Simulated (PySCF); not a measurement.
**Spin-rotation constants: `C#CC/C=N/CCC`, C7H11N**

Molfile (atoms numbered from 1):
```
C7H11N
     RDKit          3D

 19 18  0  0  0  0  0  0  0  0999 V2000
    2.9912    2.1924    0.4111 C   0  0  0  0  0  0  0  0  0  0  0  0
    2.7489    1.0388    0.2060 C   0  0  0  0  0  0  0  0  0  0  0  0
    2.4115   -0.3448   -0.0672 C   0  0  0  0  0  0  0  0  0  0  0  0
    1.0289   -0.4287   -0.6363 C   0  0  0  0  0  0  0  0  0  0  0  0
    0.1593   -1.1571   -0.1065 N   0  0  0  0  0  0  0  0  0  0  0  0
   -1.1714   -1.2069   -0.6291 C   0  0  0  0  0  0  0  0  0  0  0  0
   -2.1627   -0.7400    0.4415 C   0  0  0  0  0  0  0  0  0  0  0  0
   -1.9881    0.7376    0.7695 C   0  0  0  0  0  0  0  0  0  0  0  0
    3.2233    3.1965    0.6063 H   0  0  0  0  0  0  0  0  0  0  0  0
    2.4609   -0.9333    0.8515 H   0  0  0  0  0  0  0  0  0  0  0  0
    3.1282   -0.7480   -0.7910 H   0  0  0  0  0  0  0  0  0  0  0  0
    0.8408    0.1919   -1.5272 H   0  0  0  0  0  0  0  0  0  0  0  0
   -1.2874   -0.5968   -1.5420 H   0  0  0  0  0  0  0  0  0  0  0  0
   -1.3811   -2.2528   -0.8754 H   0  0  0  0  0  0  0  0  0  0  0  0
   -3.1768   -0.9229    0.0804 H   0  0  0  0  0  0  0  0  0  0  0  0
   -2.0040   -1.3355    1.3414 H   0  0  0  0  0  0  0  0  0  0  0  0
   -0.9861    0.9243    1.1500 H   0  0  0  0  0  0  0  0  0  0  0  0
   -2.7079    1.0466    1.5239 H   0  0  0  0  0  0  0  0  0  0  0  0
   -2.1373    1.3480   -0.1193 H   0  0  0  0  0  0  0  0  0  0  0  0
  1  2  3  0
  2  3  1  0
  3  4  1  0
  4  5  2  0
  5  6  1  0
  6  7  1  0
  7  8  1  0
  1  9  1  0
  3 10  1  0
  3 11  1  0
  4 12  1  0
  6 13  1  0
  6 14  1  0
  7 15  1  0
  7 16  1  0
  8 17  1  0
  8 18  1  0
  8 19  1  0
M  END
```

The calculation used GIAO B97-2/pcSseg-1 magnetisability, rotational g tensor and spin-rotation constants, non-relativistic, gas phase in PySCF. Geometry: GFN2-xTB.

(1) Give the nuclear spin-rotation constants along the inertial axes (H = +C I·J) beside the isotropic shieldings.

(2) How do the rotational constants and the g tensor change when H9, H10, H11, H12, H13, H14, H15, H16, H17, H18, H19 are replaced by deuterium?

Results:

(1) Rotational constants 3.6927, 1.0067, 0.8343 GHz. A star marks the isotopologue with that one atom substituted, in its own axes.
```csv
atom,isotope,Caa (kHz),Cbb (kHz),Ccc (kHz),mean (kHz),σ (ppm)
N5,14N,1.242,0.049,0.158,0.483,-109.2
H9,1H,-0.286,-0.026,-0.093,-0.135,30.3
H10,1H,-0.369,-0.113,0.037,-0.148,28.5
H11,1H,-0.235,-0.018,-0.076,-0.110,28.6
H12,1H,-0.265,-0.104,0.073,-0.099,24.1
H13,1H,-0.350,-0.114,0.035,-0.143,28.9
H14,1H,-0.176,0.011,-0.088,-0.084,27.6
H15,1H,0.057,-0.113,-0.077,-0.044,30.3
H16,1H,-0.386,-0.109,0.027,-0.156,29.9
H17,1H,0.011,-0.105,-0.080,-0.058,30.8
H18,1H,-0.263,-0.037,-0.075,-0.125,30.8
H19,1H,-0.431,-0.105,0.010,-0.175,31.4
C1,13C*,0.899,0.135,0.256,0.430,110.9
C2,13C*,0.977,0.104,0.292,0.458,104.7
C3,13C*,0.572,0.172,0.130,0.291,155.9
C4,13C*,1.420,0.237,0.377,0.678,27.1
C6,13C*,0.747,0.236,0.171,0.385,121.0
C7,13C*,0.571,0.163,0.128,0.287,158.8
C8,13C*,0.549,0.133,0.107,0.263,172.2
```
For the geometry as given, no vibrational averaging.

(2) Constants 2.9376, 0.8785, 0.7274 GHz; g -0.0197, -0.0001, -0.0043, against -0.0246, -0.0001, -0.0049 before.
